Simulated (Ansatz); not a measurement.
One change: `[F][SnH]([Cl])[Br]` becomes `FC(Cl)Br`.

Ansatz, PBE0-D4/def2-TZVP geometries, multiplicity 1. 

Elements past krypton have def2 core potentials. Scalar relativity is left out up to krypton.

```tsv
property	`[F][SnH]([Cl])[Br]`
size of the dipole moment (PBE/def2-TZVPP) / D	2.26
HOMO–LUMO gap (PBE/def2-TZVPP) / eV	4.55
LUMO energy (PBE/def2-TZVPP) / eV	-3.22
zero-point energy (PBE0-D4/def2-TZVP) / kJ/mol	28.6
HOMO–LUMO gap (PBE0/def2-TZVPP) / eV	6.78
HOMO–LUMO gap (ωB97M-V/def2-TZVPP) / eV	11.01
```

Task: What does the change do to each property? (An estimate is asked.)

Result: Ansatz gave: 
| property | `FC(Cl)Br` | shift |
| --- | --- | --- |
| size of the dipole moment (PBE/def2-TZVPP) / D | 1.12 | -1.14 |
| HOMO–LUMO gap (PBE/def2-TZVPP) / eV | 5.32 | 0.77 |
| LUMO energy (PBE/def2-TZVPP) / eV | -1.94 | 1.28 |
| zero-point energy (PBE0-D4/def2-TZVP) / kJ/mol | 55.4 | 26.8 |
| HOMO–LUMO gap (PBE0/def2-TZVPP) / eV | 7.68 | 0.90 |
| HOMO–LUMO gap (ωB97M-V/def2-TZVPP) / eV | 12.07 | 1.06 |

With PBE0 the HOMO rises by 0.48 eV and the LUMO rises by 1.38 eV, so the gap widens by about 0.90 eV. PBE moves the HOMO by 0.51 eV and ωB97M-V by 0.46 eV. Dipoles are sizes alone; their direction can turn.

Spin–orbit coupling is left out; it splits and shifts lone-pair levels of the heavy atoms by tenths of an eV.
